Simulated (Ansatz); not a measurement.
The cluster Li₂Sn⁻: single points at one geometry.

```yaml
crystal:
  periodic: [false, false, false]
  atoms:
    - {symbol: Li, position_ang: [-1.339398, 1.162951, -0.228416]}
    - {symbol: Li, position_ang: [1.498606, 0.060182, 0.974338]}
    - {symbol: Sn, position_ang: [-0.159208, -1.223133, -0.745912]}
basis:
  gaussian: {orbitals: def2-TZVPD, initial_orbitals: start.molden}
total_charge: -1
magnetization: {spin_polarized: true, initial_magnetization: 1}
hamiltonian: {xc: pbe}
correlation: {method: rpa}
scf: {omitted_lower_state_checks: [starts]}
```

The file start.molden holds the orbitals of an earlier run on this structure, at another level or in another basis.

```sh
$ ansatz run in.yaml --threads 4 --pin off --events-out ev --progress --plain --max-ram 3916MiB
```

Output, abridged:

```
Functional definition: PBE
891 factors; integrals over basis functions are off by at most 3.0e-4 eV
mean field evaluation 1: about -6240.0249 eV, gradient 3.7e0 eV
mean field evaluation 2: about -6240.0778 eV, gradient 1.3e-1 eV
mean field evaluation 4: about -6240.0807 eV, gradient 4.2e-2 eV
mean field evaluation 8: about -6240.0808 eV, gradient 2.8e-6 eV
mean field -6240.08083344 eV, -229.3187409503 hartree, gradient 1.5e-6 eV, S^2 1.050980; 0 other end points of the search recorded, 0 dependent functions left out
4 core orbitals not correlated: weight in the atoms' cores, before any rotation towards them, 1.000 or more for the frozen orbitals, at most 0.000 for the correlated occupied ones
reference -6210.74074243 eV, -228.2405124931 hartree; 11, 10 occupied and 75, 76 virtual orbitals, 891 factors
Total energy: -6227.53886090 eV, -228.8578319605 hartree
Checks for a lower state left out: starts
```

Hardware: 4 threads of Arm Neoverse V1 on a shared host. Wall time 1.7 s.

As the first input, with `hamiltonian: {xc: {name: wB97M-V}}`, `output: {orbitals: {seedname: orbitals}}` and without the key `correlation` (abridged; 11 s):

```
Functional definition: wB97M-V
mean field -6239.18310703 eV, -229.2857501131 hartree, gradient 1.8e-5 eV, S^2 0.826010
Total energy: -6239.18313708 eV, -229.2857512175 hartree
Checks for a lower state left out: starts
```

First input, but with `gaussian: {orbitals: "def2-TZVPPD.json", initial_orbitals: start.molden}`, `correlation: {method: ccsd_t}`, `scf: {omitted_lower_state_checks: [starts, cluster_reference]}`, `output: {orbitals: {seedname: orbitals}}` and without the key `hamiltonian` (abridged; 6 s):

```
Functional definition: HF
mean field -6211.98025573 eV, -228.2860637668 hartree, gradient 2.8e-6 eV, S^2 2.392288
4 core orbitals not correlated: weight in the atoms' cores, before any rotation towards them, 1.000 or more for the frozen orbitals, at most 0.000 for the correlated occupied ones
second order -9.90656461 eV of doubles, -0.00000000 eV of singles
cycle   1  -9.80347541 eV  change    1.0e-1 eV  update   1.2e-1
cycle   2  -10.16086342 eV  change   -3.6e-1 eV  update   6.6e-2
cycle   3  -10.25452483 eV  change   -9.4e-2 eV  update   6.1e-2
cycle   4  -10.28611481 eV  change   -3.2e-2 eV  update   4.3e-2
cycle   5  -10.34435122 eV  change   -5.8e-2 eV  update   2.2e-2
cycle   6  -10.36967326 eV  change   -2.5e-2 eV  update   1.1e-2
cycle   7  -10.37843939 eV  change   -8.8e-3 eV  update   5.8e-3
cycle   8  -10.38102783 eV  change   -2.6e-3 eV  update   3.7e-3
cycle   9  -10.38474004 eV  change   -3.7e-3 eV  update   2.1e-3
cycle  10  -10.38525429 eV  change   -5.1e-4 eV  update   1.1e-3
cycle  11  -10.38556759 eV  change   -3.1e-4 eV  update   5.8e-4
cycle  12  -10.38508842 eV  change    4.8e-4 eV  update   3.3e-4
cycle  13  -10.38529436 eV  change   -2.1e-4 eV  update   1.8e-4
cycle  14  -10.38532579 eV  change   -3.1e-5 eV  update   9.1e-5
cycle  15  -10.38534683 eV  change   -2.1e-5 eV  update   5.0e-5
cycle  16  -10.38532793 eV  change    1.9e-5 eV  update   2.7e-5
cycle  17  -10.38533007 eV  change   -2.1e-6 eV  update   1.5e-5
perturbative correction -0.35714976 eV, -0.0131250116 hartree
Total energy: -6222.72273557 eV, -228.6808426191 hartree
Checks for a lower state left out: starts, cluster_reference
```

First input, but with `hamiltonian: {xc: {text: "exchange = 0.65*pbe_x + 0.35*exact_x\ncorrelation = pbe_c"}}`, `output: {orbitals: {seedname: orbitals}}` and without the key `correlation` (abridged; 1.1 s):

```
Functional definition: unnamed
mean field -6240.60119913 eV, -229.3378640368 hartree, gradient 2.3e-5 eV, S^2 1.397178
Total energy: -6240.60122437 eV, -229.3378649643 hartree
Checks for a lower state left out: starts
```

As the first input, with `hamiltonian: {xc: pbe0, dispersion: d4}`, `output: {orbitals: {seedname: orbitals}}` and without the key `correlation`, `scf` (abridged; 8.5 s):

```
Functional definition: PBE0
mean field evaluation 16: about -6240.2180 eV, gradient 1.1e0 eV
mean field evaluation 32: about -6240.3307 eV, gradient 1.1e-1 eV
mean field evaluation 64: about -6239.7930 eV, gradient 2.4e0 eV
mean field evaluation 96: about -6240.4286 eV, gradient 1.6e-1 eV
mean field evaluation 128: about -6240.1094 eV, gradient 2.5e0 eV
mean field -6240.42971550 eV, -229.3315621293 hartree, gradient 1.7e-5 eV, S^2 1.307101; 16 other end points of the search recorded, 0 dependent functions left out
Total energy: -6240.46989229 eV, -229.3330385994 hartree
```

Geometry: r2SCAN-D4/def2-TZVPD.

In the def2 sets Sn takes a core potential; there is no spin–orbit coupling. Correlated methods freeze 4 core orbitals; core or outer-core shells of Li, Sn are correlated, in sets that lack core-valence functions. At RPA@PBE/def2-TZVPD, ωB97M-V/def2-TZVPD, CCSD(T)/def2-TZVPPD, PBE with 35 % exact exchange/def2-TZVPD and others the charge -1 doublet is spin-contaminated (final ⟨S²⟩ up to 2.39, 0.75 for a pure state). At CCSD(T)/def2-TZVPPD T1 of the charge -1 doublet is large (up to 0.090), so the single-reference result is doubtful. At PBE0-D4/def2-TZVPD the highest occupied level of the charge -1 doublet lies above zero (up to 0.10 eV). Its loss leaves the charge 0 triplet, which lies 0.98 eV higher (vertical, at PBE0-D4/def2-TZVPD), but this difference is unsure: the triplet is doubtful (geometry relaxed on an unsound state). The geometry of the doublet was relaxed on an unsound state (⟨S²⟩ 1.36, where a pure state has 0.75). The structure comes from a short search, and lower isomers may exist.
